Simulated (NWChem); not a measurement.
Molecule: phosphorus nitride (PN); SMILES N#P

```xyz
2

N      0.0000     0.0000     1.0049
P      0.0000     0.0000    -0.4745
```
Atoms are numbered in this order, from 1.

All runs: NWChem. Coordinates come from a PBE0-D3(BJ)/def2-TZVP optimisation. Isotropic indirect couplings, all four terms, static geometry, non-relativistic.

**Question.** Predict the results for PBE0/pcJ-1. Quantities: J(14N atom 1, 31P atom 2) (Hz).

**Answer.** 
| Item | Result |
|---|---|
| J(14N atom 1, 31P atom 2) (Hz) | -46.7 |
